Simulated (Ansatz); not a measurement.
Pb3O2. The state is a singlet with charge 0. Geometry PBE-D4/def2-SVP; atoms count from 1.

```
atom    x (Å)    y (Å)    z (Å)
 Pb1  -1.6402   0.8165  -0.4024
 Pb2   1.2461  -1.1979  -0.7287
 Pb3   0.5628   0.5448   1.6150
  O4   0.5683   0.9467  -0.8172
  O5  -0.7370  -1.1101   0.3332
```

In the def2 sets Pb takes a core potential; there is no spin–orbit coupling. The structure comes from a short search, and lower isomers may exist.

(1) Estimate the Mulliken populations from the PBE0/def2-TZVP orbitals of Ansatz.

(2) And the Mayer bond orders between bonded heavy atoms (over 0.3)?

## Answers

(1) 
```json
{"atom": "Pb1", "charge (e)": "0.63"}
{"atom": "Pb2", "charge (e)": "0.63"}
{"atom": "Pb3", "charge (e)": "0.28"}
{"atom": "O4", "charge (e)": "-0.77"}
{"atom": "O5", "charge (e)": "-0.77"}
```
Mulliken values and Mayer orders depend strongly on the basis.

(2) Pb1–Pb3 0.59 (3.00 Å); Pb1–O4 0.65 (2.25 Å); Pb1–O5 0.65 (2.25 Å); Pb2–Pb3 0.59 (3.00 Å); Pb2–O4 0.65 (2.25 Å); Pb2–O5 0.65 (2.25 Å); Pb3–O4 0.49 (2.47 Å); Pb3–O5 0.49 (2.46 Å).
